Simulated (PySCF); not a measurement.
These 3 structures share the formula C4H8IN. Computed with PBE0-D3(BJ)/def2-SVP geometry optimisation, gas phase, def2 core potentials past Kr in PySCF 2.14.0. One conformer each; no zero-point energy, no entropy. No frequencies were run at this level. Point groups hold within 0.08 Å.

Task: Order them by energy at this level, lowest first, and give relative energies in kcal/mol.
A. `[CH3:1]/[C:2](=[CH:3]\[I:4])[CH2:5][NH2:6]` with C1–C2–C5–N6 58°, C2–C5–N6–H 71° and -171°
B. `[CH3:1]/[C:2]([I:3])=[CH:4]/[CH2:5][NH2:6]` with C2–C4–C5–N6 -106°, C4–C5–N6–H 58° and -59°
C. `C=C(I)N(C)C`

Result: A (0.0), B (0.2), C (6.6).

As drawn, the lowest has an N–H bond, which the highest lacks. Neighbours under 2.5 kcal/mol apart (C/C(=C\I)CN and C/C(I)=C/CN) can change places with a better method, another conformer or zero-point energy.

```
     SMILES      E (Eh)  E rel (kcal/mol)  dipole (D)  point group       A, B, C (MHz)
C/C(=C\I)CN  -509.28241               0.0        2.53           C1  6751, 698.9, 659.6
C/C(I)=C/CN  -509.28213               0.2        2.34           C1   2790, 1149, 861.1
C=C(I)N(C)C  -509.27184               6.6        2.45           Cs    3276, 1187, 1056
```
